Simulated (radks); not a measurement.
Results of a calculation; reference values are marked as such.
Removal energies from the phosphorus ion P7+, [He] 2s2 2p(1/2: 2, 3/2: 2), by Delta-SCF beside the eigenvalue of the level emptied. Code: a radial shooting solver on a logarithmic mesh with Libxc functionals. Model: Dirac Kohn-Sham, BLYP, spin-unpolarised, spherical densities, finite nucleus; Fermi nuclear charge, rms radius of each element as measured or else 0.836 A^(1/3) + 0.57 fm. Sub-shells are occupied by j as written (lower j first in brackets).

2p3/2: final configuration [He] 2s2 2p(1/2: 2, 3/2: 1); Delta-SCF (eV) 316.10; -eigenvalue (eV) 291.32
2p1/2: final configuration [He] 2s2 2p(1/2: 1, 3/2: 2); Delta-SCF (eV) 317.29; -eigenvalue (eV) 292.42
2s1/2: final configuration [He] 2s1 2p(1/2: 2, 3/2: 2); Delta-SCF (eV) 358.99; -eigenvalue (eV) 336.64
1s1/2: final configuration 1s1 2s2 2p(1/2: 2, 3/2: 2); Delta-SCF (eV) 2380.2; -eigenvalue (eV) 2283.7
